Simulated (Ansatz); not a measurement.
Born–Oppenheimer molecular dynamics of C$_{2}$H$_{3}$BCl$_{2}$ (8 atoms, charge 0, multiplicity 1). It starts from a relaxed structure.

Theory: Ansatz 0.2.0, RHF/def2-SVP.

```yaml
ensemble: NVE (velocity Verlet)
time_step: 0.5 fs
steps_asked: 300
starting_velocities_drawn_for: 200 K
masses: H 3.016 u
seed: 216811
```

First frame:

```xyz
8
Properties=species:S:1:pos:R:3
Cl 0.882 -0.972 1.813
C -0.218 -0.400 0.558
Cl -1.803 -1.176 0.578
B -0.112 1.063 0.081
C 0.386 -0.097 -0.806
H -0.303 2.210 0.303
H 1.452 -0.277 -0.911
H -0.192 -0.407 -1.672
```

**Question.** How far do the bonds stretch over the last three quarters of this one trajectory? (Pairs bonded in most of those frames.)

**Answer.** 
```
  bond  mean (Å)  spread (Å)  shortest  longest
Cl1–C2     1.766       0.014      1.73     1.80
C2–Cl3     1.770       0.017      1.73     1.80
 C2–B4     1.545       0.019      1.51     1.58
 C2–C5     1.524       0.021      1.49     1.57
 B4–C5     1.544       0.012      1.52     1.57
 B4–H6     1.186       0.011      1.17     1.21
 C5–H7     1.087       0.012      1.06     1.11
 C5–H8     1.087       0.007      1.07     1.10
```

Mean temperature of the second half: 97 K. The conserved energy stayed within 0.031 meV per atom of its start (net change 0.028 meV per atom), so the integration is sound. Over the second half the temperature averaged 0.48 of the 200 K drawn at the start: a run that starts near a minimum puts about half its kinetic energy into the potential. A run of 0.15 ps of so small a system gives no equilibrium averages.

The run took 6.5 min on 1 thread of Arm Neoverse V2 (shared host), peak memory 0.17 GiB.
